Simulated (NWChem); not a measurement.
System meant: CH$_{7}$NO$_{2}$Si; SMILES CO[SiH](N)O

NWChem input:

```
start job
memory heap 200 mb stack 900 mb global 1100 mb
geometry units angstroms noautoz
  Si     0.109699     0.478617    -0.457982
  N     -1.410027     0.905075     0.204692
  O      1.189428     1.206032     0.574967
  O      0.234167    -1.171466    -0.534720
  C     -0.044468    -2.039883     0.530582
  H      0.403823     0.883338    -1.859680
  H     -2.281839     0.581470    -0.194110
  H     -1.519396     1.766972     0.724472
  H      2.080223     1.315407     0.231692
  H     -0.316250    -3.028281     0.127369
  H     -0.879535    -1.674378     1.153592
  H      0.836450    -2.169182     1.183948
end
basis spherical
  * library def2-svp
end
dft
  odft
  mult 2
  xc pbe0
  iterations 150
  mulliken
end
task dft energy
```

End of the output:

```
                                 NWChem DFT Module
                                 -----------------

 Summary of "ao basis" -> "ao basis" (spherical)
 ------------------------------------------------------------------------------
       Tag                 Description            Shells   Functions and Types
 ---------------- ------------------------------  ------  ---------------------
 Si                         def2-svp                 8       18   4s3p1d
 N                          def2-svp                 6       14   3s2p1d
 O                          def2-svp                 6       14   3s2p1d
 C                          def2-svp                 6       14   3s2p1d
 H                          def2-svp                 3        5   2s1p

 Summary of "ao basis" -> "ao basis" (spherical)
 ------------------------------------------------------------------------------
       Tag                 Description            Shells   Functions and Types
 ---------------- ------------------------------  ------  ---------------------
 Si                         def2-svp                 8       18   4s3p1d
 N                          def2-svp                 6       14   3s2p1d
 O                          def2-svp                 6       14   3s2p1d
 C                          def2-svp                 6       14   3s2p1d
 H                          def2-svp                 3        5   2s1p

  number of electrons :                   50
  multiplicity        :                    2
 ------------------------------------------------------------------------
  no. of electrons and multiplicity not compatible                  50
 ------------------------------------------------------------------------
 ------------------------------------------------------------------------
  current input line :
    27: task dft energy
 ------------------------------------------------------------------------
 ------------------------------------------------------------------------
 There is an error in the input file
 ------------------------------------------------------------------------
 For more information see the NWChem manual at https://nwchemgit.github.io

0: no. of electrons and multiplicity not compatible:Received an Error in Communication
```

Q: Can this run be used? If not, why, and what is the fix?

A: The program refused the input. Cause: the multiplicity doesn't fit the number of electrons (an even count wants an odd multiplicity, and the reverse). This input runs:
```
start job
memory heap 200 mb stack 900 mb global 1100 mb
geometry units angstroms noautoz
  Si     0.109699     0.478617    -0.457982
  N     -1.410027     0.905075     0.204692
  O      1.189428     1.206032     0.574967
  O      0.234167    -1.171466    -0.534720
  C     -0.044468    -2.039883     0.530582
  H      0.403823     0.883338    -1.859680
  H     -2.281839     0.581470    -0.194110
  H     -1.519396     1.766972     0.724472
  H      2.080223     1.315407     0.231692
  H     -0.316250    -3.028281     0.127369
  H     -0.879535    -1.674378     1.153592
  H      0.836450    -2.169182     1.183948
end
basis spherical
  Si library def2-svp
  N library def2-svp
  O library def2-svp
  C library def2-svp
  H library def2-svp
end
dft
  xc pbe0
  iterations 150
  mulliken
end
task dft energy
```
It converges to -536.44161 Ha (PBE0/def2-SVP).
